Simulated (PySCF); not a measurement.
PySCF job for H8NSi2, SMILES [SiH3][NH2+][SiH3], charge +1, IEF-PCM-M06-2X/def2-SVP. Coordinates come from a PBE0-D3(BJ)/def2-SVP optimisation. The isomer is the one that the SMILES or the coordinates give; other isomers of the formula were not compared.

```python
import numpy as np
from pyscf import gto, scf, dft
from pyscf.solvent import pcm

mol = gto.M(
    atom='''
    Si    1.61247795    0.00000367   -0.20999700
    N     0.00000000    0.00000000    0.77721607
    Si   -1.61247795   -0.00000367   -0.20999700
    H     2.67248656   -0.01147348    0.82332119
    H     1.52401942    1.25079235   -0.99719709
    H     1.51378206   -1.23916796   -1.01422669
    H    -0.00021905   -0.81364781    1.40780429
    H     0.00021905    0.81364782    1.40780428
    H    -1.51378207    1.23916795   -1.01422671
    H    -1.52401942   -1.25079238   -0.99719707
    H    -2.67248655    0.01147348    0.82332119
    ''',
    basis='def2-SVP',
    charge=1,
    spin=0,
    max_memory=1600,
    verbose=3,
)
mf = dft.RKS(mol, xc='m06-2x').density_fit(auxbasis='def2-universal-jkfit')
mf.grids.level = 4
mf.conv_tol = 1e-9
mf.max_cycle = 100
mf.kernel()
res = {}
for name, eps in {'water': 78.355, 'cyclohexanone': 15.619, '1-octanol': 9.8629}.items():
    s = mf.PCM()
    s.with_solvent.method, s.with_solvent.eps, s.with_solvent.lebedev_order = 'IEF-PCM', eps, 29
    s.kernel(mf.make_rdm1())
    res[name] = (s.e_tot, eps, s.dip_moment(), s.mo_energy, s.converged)
    print(f'{name}: electrostatic solvation free energy {(s.e_tot - mf.e_tot) * 627.509474:.3f} kcal/mol')
```

It prints:

```
converged SCF energy = -638.020498839335

WARN: PCM is an experimental feature. It is still in testing.
Features and APIs may be changed in the future.

converged SCF energy = -638.114415534744

WARN: System has nonzero charge 1; the dipole moment is origin-dependent.
Location of origin: [0. 0. 0.]

Dipole moment(X, Y, Z, Debye):  0.00000,  0.00000,  2.52528
water: electrostatic solvation free energy -58.934 kcal/mol

WARN: PCM is an experimental feature. It is still in testing.
Features and APIs may be changed in the future.

converged SCF energy = -638.109272794353

WARN: System has nonzero charge 1; the dipole moment is origin-dependent.
Location of origin: [0. 0. 0.]

Dipole moment(X, Y, Z, Debye):  0.00000,  0.00000,  2.46171
cyclohexanone: electrostatic solvation free energy -55.706 kcal/mol

WARN: PCM is an experimental feature. It is still in testing.
Features and APIs may be changed in the future.

converged SCF energy = -638.105553379611

WARN: System has nonzero charge 1; the dipole moment is origin-dependent.
Location of origin: [0. 0. 0.]

Dipole moment(X, Y, Z, Debye):  0.00000,  0.00000,  2.41891
1-octanol: electrostatic solvation free energy -53.373 kcal/mol
```

The calculation finished and met its thresholds.

Cost: around 80 core-seconds (rough).
